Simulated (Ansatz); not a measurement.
`F[SiH2]BC[SiH3]` + `[BH2][GeH2][OH]` → `[BH2][GeH2][O][SiH2]F` + `BC[SiH3]`  (cleavage of the Si–B bond)

Calculated with Ansatz (gas phase, PBE0-D4/def2-TZVP geometries, no zero-point term in ΔE). CCSD(T)/CBS is the MP2 limit (def2-TZVPP, def2-QZVPP) plus CCSD(T) − MP2 in def2-TZVPP, frozen cores. Functionals use def2-TZVPP. B3LYP here is the variant with VWN-RPA as its local correlation; programs differ in this. For Ge outer-core shells are correlated without core-valence functions, which leaves a few kJ/mol of doubt a bond. Scalar relativity is left out up to krypton. One conformer a species, not always the lowest.

```csv
level,ΔE (kJ/mol),difference from CCSD(T)/CBS
PBE-D4,-121.9,27.1
r2SCAN-D4,-143.3,5.7
PBE0-D4,-132.6,16.4
B3LYP-D4,-146.5,2.5
B2PLYP,-153.3,-4.3
MP2/def2-TZVPP,-156.6,-7.6
CCSD/def2-TZVPP,-153.2,-4.2
MP2/def2-QZVPP,-157.1,-8.1
SCS-MP2/def2-QZVPP,-160.1,-11.1
HF/CBS(def2),-180.4,-31.4
CCSD(T)/CBS,-149.0,0
```

Largest T1 diagnostic among the species: 0.012.

In def2-TZVPP, CCSD(T) changes the Hartree–Fock value by +27.9 kJ/mol (the triples alone add +3.5 kJ/mol) and MP2 by +20.9 kJ/mol. From PBE to PBE0 (25 % exact exchange), in def2-TZVPP and without D4, ΔE moves by −10.6 kJ/mol.
